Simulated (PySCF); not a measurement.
A side-by-side comparison of computed properties.

First species: C4H10F2OSi2.
Structure used (GFN2-xTB), in Å, numbered top down from 1:
```
atom  x, y, z in Å
C1    -2.395    1.642   -0.160
O2    -1.313    0.800    0.090
Si3   -1.334   -0.815    0.218
C4     0.484   -1.138    0.560
Si5    1.809    0.216    0.526
C6     1.852    0.937   -1.229
C7     0.804   -2.381    0.821
F8    -0.048   -3.418    0.863
F9     2.021   -2.861    1.096
H10   -2.029    2.669   -0.177
H11   -3.154    1.543    0.619
H12   -2.857    1.406   -1.122
H13   -1.781   -1.450   -1.027
H14   -2.199   -1.264    1.313
H15    3.108   -0.370    0.873
H16    1.444    1.233    1.518
H17    2.089    0.174   -1.966
H18    2.599    1.720   -1.311
H19    0.889    1.365   -1.489
```

Second species: C₇H₈F₂O.
SMILES: `CC1=CC=C[C@H]1OC(F)F`

Levels: PBE0/pcSseg-1 for dipole moment, HOMO energy, LUMO energy and HOMO–LUMO gap; GFN2-xTB for rotational constant A and rotational constant C. Geometries: GFN2-xTB. Each structure is a single optimised conformer of the isolated species, non-relativistic unless stated. Electronic properties by PySCF.

The conformers computed, where there is a choice (atom-mapped SMILES and torsion angles):
- `[CH3:1][O:2][SiH2:3][C:4]([SiH2:5][CH3:6])=[C:7]([F:8])[F:9]`: C1–O2–Si3–C4 180°, O2–Si3–C4–Si5 -6°, Si3–C4–Si5–C6 -61°
- `[CH3:1][C:2]1=[CH:3][CH:4]=[CH:5][C@H:6]1[O:7][CH:8]([F:9])[F:10]`: C5–C6–O7–C8 -74°, C6–O7–C8–F9 -162°

Q: Which of the two has the higher HOMO–LUMO gap, and by how much?

A: The first: 7.54 eV against 5.30 eV, a difference of 2.24 eV.

Q: Which has the higher dipole moment?

A: The second: 3.07 D against 2.50 D, a difference of 0.57 D.

Q: Which of the two has the higher rotational constant C, and by how much?

A: The second: 0.680 GHz against 0.555 GHz, a difference of 0.125 GHz.

Q: Which has the higher HOMO energy?

A: The second: -6.54 eV against -7.71 eV, a difference of 1.17 eV.

Q: Which of the two has the higher rotational constant A, and by how much?

A: The second: 2.420 GHz against 1.378 GHz, a difference of 1.042 GHz.

Q: Which of the two has the higher LUMO energy, and by how much?

A: The first: -0.17 eV against -1.24 eV, a difference of 1.07 eV.

On the first: The dipole matches unit charges of opposite sign 0.52 Å apart (1 e·Å = 4.8032 D).

On the second: The dipole matches unit charges of opposite sign 0.64 Å apart (1 e·Å = 4.8032 D). A dipole of 3.07 D is allowed in C1, and pure rotational transitions are dipole-allowed.
